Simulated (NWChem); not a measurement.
Species: CH3ClF2Si; SMILES C[Si](F)(F)Cl

Q: Give the equilibrium geometry at PBE-D3(BJ)/def2-SVP (NWChem) as an XYZ file, with the point group.

A: point group Cs; any orientation.
```
8

C     -1.6140    -1.1802     0.0000
Si     0.0339    -0.3423     0.0000
F      0.9073    -0.7722    -1.3011
F      0.9073    -0.7722     1.3011
Cl    -0.1325     1.7076     0.0000
H     -2.1939    -0.8912    -0.8985
H     -2.1939    -0.8912     0.8985
H     -1.4864    -2.2812     0.0000
```
